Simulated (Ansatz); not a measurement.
`BCN[SiH3]` + HBr → `BBr` + `CN[SiH3]` at 600 K and 1 bar (ligand exchange at a B–C bond).

Gas-phase electronic energies from Ansatz, PBE0-D4/def2-TZVP geometries. CBS: MP2 limit from def2 TZ/QZ plus the TZ coupled-cluster correction, frozen cores. For Br outer-core shells are correlated without core-valence functions, which leaves a few kJ/mol of doubt a bond. Scalar relativity is left out up to krypton. Each species was taken in one conformer, which may not be the lowest.

```csv
species,CCSD(T)/CBS energy (Eh),H − E (kJ/mol),S (J/(mol·K))
`BCN[SiH3]`,-411.42157,296.0,441.0
HBr,-2573.91920,33.5,219.1
`BBr`,-2599.32470,79.8,280.3
`CN[SiH3]`,-386.04948,257.3,374.7
```

H − E and S are ideal-gas, rigid-rotor, harmonic terms from PBE0-D4/def2-TZVP, for one conformer and one mirror image of each species. 1 Eh = 2625.50 kJ/mol, R = 8.31446 J/(mol·K).

Q: By hand: ΔE, ΔH, ΔS and ΔG.

A: ΔE = (-2599.32470) + (-386.04948) − (-411.42157) − (-2573.91920) = -0.03341 Eh = -87.7 kJ/mol. Δ(H − E) = 79.8 + 257.3 − 296.0 − 33.5 = 7.6, so ΔH = -80.1 kJ/mol. ΔS = 280.3 + 374.7 − 441.0 − 219.1 = -5.1 J/(mol·K). ΔG = -80.1 − 600 × (-5.1)/1000 = -77.0 kJ/mol.

Q: By hand: the equilibrium constant, and the temperature at which ΔG would vanish if ΔH and ΔS stayed fixed.

A: log₁₀ K = −ΔG/(RT ln 10) = 6.7. ΔG = 0 at ΔH/ΔS = 15706 K, far beyond where these terms or the molecules hold.

The number of gas molecules stays the same, so ΔS is small and ΔH decides. A doubt of 5 kJ/mol in ΔE shifts log₁₀ K by 0.4 here. Other conformers and mirror images would add mixing entropy, several J/(mol·K) or more a flexible species. These are equilibria of isolated gas molecules and say nothing of rates. Largest T1 diagnostic: 0.011 (customary marks: 0.02 for closed shells, 0.045 for open ones).
